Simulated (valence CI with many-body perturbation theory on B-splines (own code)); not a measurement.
# Run record, Cu22+

Computed by relativistic CI+MBPT: five valence electrons over a frozen Dirac-Fock core [He], a basis of 11 s, 11 p, 10 d, 8 f, 5 g, 2 h functions for each j, with the one-electron correlation potential Σ1 (screened to all orders), the two-electron term Σ2, the three-electron term Σ3, Breit, model QED; selected single and double excitations, second order for the rest, scaled by the run's own slope (own B-spline code, finite nucleus).

Command, and the settings that its task file holds:

```sh
python run_cv.py task.json out
```

```
atom Cu  Z=29  mass_number=63  rms_radius_fm=3.8823
core [He]
valence 2s2 2p3
avg = 1
basis = M
breit = 1
cap = 32000
capref = 2000
cscale = 1
de = 0.0
dress = 0
eps = 2e-08
extrap = 1
h = 0.27
hh = 1
l2 = 3
lcore = 6
maxit = 60
n2 = 5
natural = 1
nlev = 150
nno = [5, 5, 5, 4, 2, 1]
nroot = 36
nsp = [6, 6, 5, 4, 3, 1]
pt2 = 1
qed = 1
rpa = 1
s1 = 1
s2 = 1
s3 = 1
screen = 1
tol = 2e-05
whole = 1
```

It took 4.2 min on 1 thread of Arm Neoverse V1, with other jobs on the host.

Log. The first blocks belong to the next ion, which gives the ionisation energy. Fields: 2J, parity (1 odd), roots, reference size, generating configurations, candidates as configurations/state functions, variational space P, stored matrix elements, Davidson steps; e2 is the range of second-order energies in hartree. The first line gives the box (bohr), its intervals, the orbitals and the steps of their self-consistent field. Window is the range of levels sought, series limit the energy at which the first omitted orbital would enter, core excitation an estimate of the first excitation out of the core, left out the lowest levels not solved, and shifts from estimates the range by which levels moved from their first estimate, all in cm⁻¹.

```
rmax 6.5 intervals 61 orbitals 83 references ['2s2 2p3', '2s 2p4', '2p5'] scf 4 t 0.6
2J=0 par=0 roots 2 ref 28 generators 4 cand 2247/3159 P 2273/3187 nnz 1.3e+06 it 5
2J=0 par=0 roots 2 ref 28 generators 8 cand 2341/3321 P 4614/6508 nnz 4.5e+06 it 5
   second order: generators 15 cand 27707/48977 e2 -0.00004 -0.00003
2J=2 par=0 roots 2 ref 58 generators 2 cand 1264/3305 P 1297/3363 nnz 1.7e+06 it 5
2J=2 par=0 roots 2 ref 58 generators 6 cand 3997/11926 P 5294/15289 nnz 2.8e+07 it 6
   second order: generators 16 cand 35280/147816 e2 -0.00009 -0.00007
reference levels 1234, estimated 775, window 10863261 1/cm; series limit 15236531, core excitation 65852209
2J=3 par=1 roots 36 ref 159 generators 23 cand 428/2052 P 1788/7227 nnz 5.4e+06 it 10
2J=3 par=1 roots 36 ref 159 generators 35 cand 3823/24729 P 5611/31956 nnz 6.1e+07 it 10
   second order: generators 104 cand 224664/2419399 e2 -0.02521 -0.00787
2J=5 par=1 roots 29 ref 151 generators 18 cand 347/1986 P 1657/7280 nnz 6e+06 it 9
2J=5 par=1 roots 29 ref 151 generators 32 cand 3221/24707 P 4878/31987 nnz 7.1e+07 it 10
   second order: generators 96 cand 229031/3282974 e2 -0.02507 -0.00897
2J=1 par=1 roots 26 ref 101 generators 21 cand 546/2028 P 2451/7170 nnz 4.6e+06 it 11
2J=1 par=1 roots 26 ref 101 generators 33 cand 5512/24767 P 7963/31937 nnz 4.9e+07 it 8
   second order: generators 105 cand 210725/1358743 e2 -0.01257 -0.00524
2J=5 par=0 roots 28 ref 152 generators 22 cand 448/2056 P 1788/7231 nnz 5.5e+06 it 9
2J=5 par=0 roots 28 ref 152 generators 43 cand 3843/24739 P 5631/31970 nnz 6e+07 it 9
   second order: generators 66 cand 155378/1897254 e2 -0.02267 -0.00811
2J=3 par=0 roots 34 ref 155 generators 22 cand 367/2065 P 1762/7241 nnz 5.5e+06 it 9
2J=3 par=0 roots 34 ref 155 generators 41 cand 4016/24705 P 5778/31946 nnz 5.7e+07 it 9
   second order: generators 107 cand 239997/2727586 e2 -0.02419 -0.00733
2J=1 par=0 roots 25 ref 102 generators 23 cand 576/2021 P 2492/7079 nnz 4.4e+06 it 7
2J=1 par=0 roots 25 ref 102 generators 34 cand 5947/24905 P 8439/31984 nnz 4.8e+07 it 9
   second order: generators 86 cand 164812/996842 e2 -0.01433 -0.00405
2J=7 par=1 roots 17 ref 113 generators 11 cand 336/1983 P 1753/7041 nnz 5.9e+06 it 8
2J=7 par=1 roots 17 ref 113 generators 17 cand 3388/25369 P 5141/32410 nnz 7.5e+07 it 9
   second order: generators 68 cand 180653/2945478 e2 -0.02271 -0.00651
2J=7 par=0 roots 12 ref 102 generators 12 cand 501/1993 P 1870/7249 nnz 5.6e+06 it 8
2J=7 par=0 roots 12 ref 102 generators 20 cand 3854/24773 P 5724/32022 nnz 6.1e+07 it 8
   second order: generators 58 cand 168052/2747303 e2 -0.03191 -0.00959
2J=9 par=0 roots 4 ref 59 generators 5 cand 807/2774 P 2004/6883 nnz 4.5e+06 it 5
2J=9 par=0 roots 4 ref 59 generators 8 cand 5764/35808 P 7768/42691 nnz 1e+08 it 7
   second order: generators 34 cand 130300/2113122 e2 -0.01064 -0.00454
2J=9 par=1 roots 7 ref 65 generators 6 cand 398/1805 P 1643/6409 nnz 4.6e+06 it 8
2J=9 par=1 roots 7 ref 65 generators 13 cand 3616/25731 P 5259/32140 nnz 7.3e+07 it 8
   second order: generators 39 cand 151526/2744542 e2 -0.02611 -0.00373
2J=11 par=1 roots 2 ref 33 generators 5 cand 1560/4878 P 2342/7408 nnz 4.5e+06 it 5
2J=11 par=1 roots 2 ref 33 generators 9 cand 4816/37150 P 7158/44558 nnz 1.1e+08 it 6
   second order: generators 19 cand 84713/1436324 e2 -0.00482 -0.00464
left out: unestimated 13580675, estimated 11320908, shifts from estimates -14161 to 458
operators 0.2
```

The Davidson iterations converged.

No measured spectrum was set against this ion. As an estimate, levels of excited configurations hold to 0.05 to 0.15 % of their energy, terms of the ground configuration to about 0.5 %. Among the levels kept, up to 5500 cm⁻¹ of a level comes from second order outside the variational space, and about a tenth of that is noise between levels of different J, which matters for small intervals.

* Valence energy: -426.3054 hartree
* Ionisation energy: 2042.8 eV (NIST: 2044 ± 6 eV (semi-empirical))
* Reference configurations for the orbitals: 2s2 2p3, 2s 2p4, 2p5
* Radial orbitals: 83
* Box radius: 6.492 bohr
* Largest variational space: 44558
* Lowest levels: 2s2.2p3 4S°_3/2 0, 2s2.2p3 2D°_3/2 171180, 2s2.2p3 2D°_5/2 230340, 2s2.2p3 2P°_1/2 328560, 2s2.2p3 2P°_3/2 447290, 2s.2p4 4P_5/2 900550, 2s.2p4 4P_3/2 1011200, 2s.2p4 4P_1/2 1037000, 2s.2p4 2D_3/2 1250100, 2s.2p4 2D_5/2 1284800, 2s.2p4 2S_1/2 1428000, 2s.2p4 2P_3/2 1486300, 2s.2p4 2P_1/2 1647500, 2p5 2P°_3/2 2318200 cm⁻¹

Names give the largest LS component (configuration and term), which can be under half, so a name can repeat, a term be missing and a line seem to break the LS rules; names also repeat where a configuration has a term twice.
